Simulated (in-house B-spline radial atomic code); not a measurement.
Ionisation energies with and without relativity, with size and susceptibility from the Dirac run. Dirac energy differences include first-order Breit, QED and recoil terms. NIST's values go from ground level to ground level; the uncertainty of those that are theory runs from under 0.1 % in few-electron ions to several per cent in heavy many-electron ones. Computed with an all-electron radial atomic-structure program (B-spline basis): non-relativistic Hartree-Fock and Dirac-Hartree-Fock, averages of the configuration (point nuclei without relativity, finite nuclei with it).

| ion | configuration | configuration after | ionisation non-relativistic (eV) | ionisation Dirac Breit and QED (eV) | tabulated value (eV) | tabulated kind | radius at density 0.001 (bohr) | diamagnetic susceptibility (10⁻⁶ cm³/mol) |
| --- | --- | --- | --- | --- | --- | --- | --- | --- |
| Tm2+ | [Xe] 4f13 | [Xe] 4f12 | 25.91 | 21.00 | 23.66 | semi-empirical | 3.27 | -28.475 |
| Yb2+ | [Xe] 4f14 | [Xe] 4f13 | 26.10 | 20.99 | 25.053 | semi-empirical | 3.243 | -28.037 |
| Lu2+ | [Xe] 4f14 6s1 | [Xe] 4f14 | 18.71 | 19.94 | 20.9594 | measured | 4.128 | -34.173 |
| Hf2+ | [Xe] 4f14 5d2 | [Xe] 4f14 5d1 | 21.52 | 20.70 | 22.55 | tabulated theory | 3.711 | -31.715 |
| Ta2+ | [Xe] 4f14 5d3 | [Xe] 4f14 5d2 | 23.22 | 22.34 | 23.1 | tabulated theory | 3.74 | -32.55 |
| W2+ | [Xe] 4f14 5d4 | [Xe] 4f14 5d3 | 24.90 | 23.97 | 26 | semi-empirical | 3.721 | -33.04 |
| Re2+ | [Xe] 4f14 5d5 | [Xe] 4f14 5d4 | 26.57 | 25.59 | 27 | tabulated theory | 3.682 | -33.298 |
| Os2+ | [Xe] 4f14 5d6 | [Xe] 4f14 5d5 | 28.25 | 27.20 | 25 | tabulated theory | 3.631 | -33.394 |
| Ir2+ | [Xe] 4f14 5d7 | [Xe] 4f14 5d6 | 29.93 | 28.83 | 28 | tabulated theory | 3.577 | -33.373 |
| Pt2+ | [Xe] 4f14 5d8 | [Xe] 4f14 5d7 | 31.62 | 30.45 | 29 | tabulated theory | 3.52 | -33.265 |
| Au2+ | [Xe] 4f14 5d9 | [Xe] 4f14 5d8 | 33.31 | 32.09 | 30 | tabulated theory | 3.464 | -33.095 |
